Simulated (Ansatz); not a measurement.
Gas-phase electronic energies from Ansatz, PBE0-D4/def2-TZVP geometries. CBS: MP2 limit from def2 TZ/QZ plus the TZ coupled-cluster correction, frozen cores. This one scheme is used for every species. DFT in def2-TZVPP. HSE06 is defined as in plane-wave codes.

Reaction (ligand exchange at the Al–C bond): `[CH3][Al]1[CH]=[CH]1` + H–F → `[F][Al]1[CH]=[CH]1` + CH₄

Task: Is it downhill or uphill in electronic energy at CCSD(T)/CBS, and by how much? (An estimate is asked.)

Result: Ansatz gave: Downhill: ΔE = -166.0 kJ/mol.

Task: What do these levels give: PBE-D4, BLYP-D4, PBE, HSE06, RPA@PBE/def2-TZVPP, MP2/def2-TZVPP? (An estimate is asked.)

Result: Computed: PBE-D4 -156.1, BLYP-D4 -169.7, PBE -158.5, HSE06 -158.0, RPA@PBE/def2-TZVPP -167.8, MP2/def2-TZVPP -168.1 kJ/mol.

Largest T1 diagnostic among the species: 0.014.

The D4 term adds +3.8 kJ/mol with B3LYP and +2.2 kJ/mol with PBE0; it sums over pairs of atoms, weighted by their polarisabilities, and B3LYP, whose exchange is more repulsive, gets the larger term. Leaving LDA and LC-ωPBE aside and taking each functional with its dispersion term where it has one, the values, not all of them listed here, spread over 18.1 kJ/mol, from B97M-V to revPBE-D4. LDA lies +7.6 kJ/mol from PBE without D4.

B3LYP here is the variant with VWN-RPA as its local correlation; programs differ in this.
